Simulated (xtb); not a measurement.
HOZn, doublet, at a GFN2-xTB geometry (such geometries of metal compounds can be far from the true shape) (the spin is typed, not shown lowest). Base run: GFN0-xTB (xtb).

xtb was given this input:
```
$ xtb mol.xyz --gfn 0 --uhf 1 --json

# file mol.xyz
3

Zn    -0.28958372    -0.17587211    -0.27250456
O      0.94444494     0.48302783     0.89466334
H      1.13195202     1.41194083     1.01783020
```

Each row names what was changed in the base input (with any setting that the change needs).

```tsv
change	ΔE vs base (kJ/mol)
base	0.00
etemp = 5000	-7.07
acc = 1000	0.00
file = coord	0.00
etemp = 10	0.00
acc = 0.1	0.00
```
